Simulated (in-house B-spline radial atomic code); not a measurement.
**Binding energies in As²⁺**

NIST's tabulated ground configuration is [Ar] 3d10 4s2 4p1; each binding energy is the energy of the ion with one electron taken from that subshell, relaxed, less that of the parent. Computed with an all-electron radial atomic-structure program (B-spline basis): Dirac-Kohn-Sham PBE, spherical fractional occupations, Fermi nucleus of rms radius 4.0968 fm. Energies include first-order Breit, QED and recoil terms.

| subshell | X-ray name | binding energy (eV) | -ε (eV) | relaxation (eV) |
| --- | --- | --- | --- | --- |
| 1s | K | 11921.2 | 11737.4 | -205.4 |
| 2s | L1 | 1538.7 | 1507.6 | -33.2 |
| 2p1/2 | L2 | 1388.1 | 1349.2 | -40.9 |
| 2p3/2 | L3 | 1351.1 | 1312.6 | -39.8 |
| 3s | M1 | 224.5 | 211.6 | -13.2 |
| 3p1/2 | M2 | 171.2 | 158.4 | -13.0 |
| 3p3/2 | M3 | 166.1 | 153.4 | -12.9 |
| 3d3/2 | M4 | 74.7 | 62.36 | -12.34 |
| 3d5/2 | M5 | 73.96 | 61.63 | -12.29 |
| 4s | N1 | 39.29 | 33.44 | -5.87 |
| 4p | N2,3 | 27.7 | 22.67 | -5.04 |

Relaxation = -ε minus the binding energy without Breit, QED and recoil terms. With a density functional, K lines can miss by some tenths of a per cent, more in light atoms. For a density functional the relaxation so defined is negative, because -ε of a Kohn-Sham level is smaller than the binding energy.

Emission lines follow as differences of binding energies, with λ = 12398.42 eV·Å / E:

| line | holes | energy (eV) | wavelength (Å) |
| --- | --- | --- | --- |
| K-L3 | 1s → 2p3/2 | 10570.1 | 1.173 |
| K-L2 | 1s → 2p1/2 | 10533.1 | 1.1771 |
| K-M3 | 1s → 3p3/2 | 11755.1 | 1.0547 |
| L3-M5 | 2p3/2 → 3d5/2 | 1277.1 | 9.708 |
| L2-M4 | 2p1/2 → 3d3/2 | 1313.4 | 9.4399 |
| L1-M3 | 2s → 3p3/2 | 1372.6 | 9.0328 |
| L3-M1 | 2p3/2 → 3s | 1126.6 | 11.005 |

(1) What screening constant σ does Moseley's law, E = (3/4)·13.6057 eV·(Z - σ)², need for K-L3?

(2) What does it cost to remove both a 2p3/2 and a 3s electron?

(3) What does it cost to remove both a 2p1/2 and a 3p1/2 electron?

(4) What does it cost to remove both a 2s and a 4p electron?

## Answers

(1) σ = 0.82.

(2) 1607.4 eV, which is 31.73 eV more than the two single binding energies together.

(3) 1591.5 eV, which is 32.19 eV more than the two single binding energies together.

(4) 1580.6 eV, which is 14.13 eV more than the two single binding energies together.
